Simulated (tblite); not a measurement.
Compound: C₃H₁₃O₂PSi₃.
Structure used (GFN2-xTB), in Å, numbered top down from 1:
```
atom  x, y, z in Å
C1     3.1726    0.3803    0.1208
Si2    1.3440   -0.1120   -0.0046
P3     0.8500   -2.1391    0.8285
C4     0.0900    1.1733    0.6584
C5    -1.1319    0.9286   -0.2188
O6    -1.6382   -0.3612    0.1068
Si7   -2.9746   -0.7139    0.9504
Si8   -0.4934    0.6829   -2.0066
O9     0.9324    0.0008   -1.6089
H10    3.5362    0.1942    1.1246
H11    3.3309    1.4271   -0.1121
H12    3.7686   -0.2098   -0.5659
H13    0.2454   -2.5935   -0.3313
H14    2.0718   -2.7059    0.4874
H15    0.4451    2.1937    0.5160
H16   -0.1726    1.0455    1.7087
H17   -1.9067    1.6835   -0.0549
H18   -2.8284   -2.1557    1.0581
H19   -3.0008   -0.0241    2.2456
H20   -4.1677   -0.2931    0.2028
H21   -0.2046    1.9299   -2.7062
H22   -1.2787   -0.3120   -2.7155
```

Computed values, GFN2-xTB/tblite, gas phase, harmonic and unscaled. Against measured fundamentals such values can be off by several per cent, at times by over 20. Modes of hydrogen on phosphorus and silicon can be 10 to 20 % off. One conformer, not necessarily the lowest. The optimisation stopped once no atom felt more than 0.01 eV/Å.

Lowest wavenumbers of the output (negative numbers stand for imaginary wavenumbers):
```
mode    cm-1
  1     -20.4
  2      47.8
  3      62.2
  4      83.7
  5      92.8
  6     105.8
  7     128.3
  8     134.5
  9     158.4
 10     184.0
```

Q: Is this structure a minimum?

A: Not by this Hessian. 1 mode is imaginary beyond 20i (20i cm⁻¹), so at this level the point lies at or near a first-order saddle. The curvature is small, so loose convergence or finite differences may be the whole cause.

Q: Which atoms move in the imaginary mode?

A: 20i: Si7 (oxygen-bound silicon) 21 %, O6 (silyl ether oxygen) 20 %, H20 (Si–H hydrogen) 15 %, H19 (Si–H hydrogen) 14 %. These are shares of the mass-weighted motion.

Q: What is the remedy?

A: Step along that mode in both directions, optimise again with tighter thresholds and repeat the frequencies. The zero-point energy of this point (93.7 kcal/mol) counts the 59 real modes alone, and thermal corrections from it aren't those of a minimum.
